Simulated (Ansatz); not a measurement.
Calculated with Ansatz (gas phase, PBE0-D4/def2-TZVP geometries, no zero-point term in ΔE). CCSD(T)/CBS adds triple-zeta CCSD(T) − MP2 to the extrapolated MP2 energy (def2 sets, frozen cores). DFT in def2-TZVPP. def2 core potentials past Kr. For Ge, In outer-core shells are correlated without core-valence functions, which leaves a few kJ/mol of doubt a bond. Scalar relativity is left out up to krypton. Each species was taken in one conformer, which may not be the lowest.

`[SiH3][GeH]([SiH3])[Cl]` + `[OH][In]([Cl])[Cl]` → `[SiH3][Ge]([SiH3])([Cl])[Cl]` + `[OH][InH][Cl]`  (redistribution)

```tsv
level	ΔE (kJ/mol)
r2SCANh-D4	14.8
r2SCAN0	17.0
BHLYP	20.4
HF/def2-SVP	32.9
MP2/def2-SVP	31.7
CCSD(T)/def2-SVP	31.1
CCSD(T)/def2-TZVPP	18.4
HF/CBS(def2)	28.9
```

(1) What does CCSD(T)/CBS give? (An estimate is asked.)

(2) What do rigid-rotor, harmonic-oscillator terms from PBE0-D4/def2-TZVP frequencies (298.15 K, 1 bar) make of the CCSD(T)/CBS value? (Best estimate.)

Largest T1 diagnostic among the species: 0.015.

Results:

(1) The calculation gave: +20.4 kJ/mol. The listed levels differ from it by -5.6, -3.4, 0.0, 12.5, 11.3, 10.7, -2.0, 8.5 kJ/mol.

(2) Computed: ΔZPE = -3.3 kJ/mol, ΔH = +17.6 kJ/mol, ΔS = -10 J/(mol·K), ΔG = +20.5 kJ/mol.

From BLYP to BHLYP (50 % exact exchange), in def2-TZVPP and without D4, ΔE moves by +6.0 kJ/mol. In def2-TZVPP, CCSD(T) changes the Hartree–Fock value by −9.9 kJ/mol (the triples alone add −1.3 kJ/mol) and MP2 by −11.9 kJ/mol.

CCSD(T)/CBS has its own doubt, a few kJ/mol and more with outer-core shells, so smaller differences from it don't rank the levels.
